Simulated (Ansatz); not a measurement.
Sn₂H₂. The state is a triplet with charge 0. Geometry PBE-D4/def2-TZVPD, that of the charge -1 doublet; atoms count from 1.

```xyz
4

Sn   -0.829    0.150    1.141
Sn    0.809    0.184   -1.150
H     2.381   -0.036   -0.271
H    -2.362   -0.298    0.280
```

In the def2 sets Sn takes a core potential; there is no spin–orbit coupling. The structure comes from a short search, and lower isomers may exist.

(1) Estimate the Mulliken populations from the PBE0/def2-TZVPD orbitals of Ansatz.

(2) Where does the spin sit?

(3) And the Mayer bond orders between heavy atoms (over 0.3)?

## Answers

(1) 
```
atom  charge (e)  spin (α − β)
 Sn1        0.04          1.03
 Sn2        0.04          1.03
  H3       -0.04         -0.03
  H4       -0.04         -0.03
```
Mulliken values depend strongly on the basis. With diffuse functions, as here, like atoms can get unlike values, and bond orders can come out too low or too high.

(2) Summed by element: Sn 2.05, H -0.05, of 2 unpaired in all. Largest on single atoms: Sn1 1.03, Sn2 1.03, H4 -0.03.

(3) Sn1–Sn2 1.22 (2.82 Å).
